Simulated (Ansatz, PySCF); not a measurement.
Pair of molecules: H2 (SMILES [H][H]) (first 2 atoms) with CH4S (SMILES CS); geometry from B3LYP-D3(BJ)/def2-TZVP.
(charge 0, multiplicity 1):
```xyz
8

H      0.02958    -0.32953     0.15439
H      0.37830    -0.16103    -0.48325
C      0.90060     0.72766     3.08637
S     -0.73700    -0.07169     3.07000
H      0.90601     1.60188     3.73384
H      1.59349    -0.01030     3.48716
H      1.21812     0.99783     2.08128
H     -1.42548     0.97031     2.57631
```

Counterpoise-corrected where a basis set is named; no monomer relaxation.

Rows in 6-31G* carry no dispersion term and start afresh at each structure (6-31G* with six Cartesian d functions).

Run with Ansatz (Gaussian orbitals); PySCF for 6-31G* rows. Each number belongs to the level named beside it.

Q: What is the computed interaction energy (HF/6-31G*)?

A: 20 meV

Q: Predict the interaction energy from SVWN5/def2-TZVPPD.

A: -81 meV

Q: Estimate the interaction energy that CAM-B3LYP/def2-TZVPPD returns for this input.

A: -14 meV

Ansatz is a program for electronic structure.
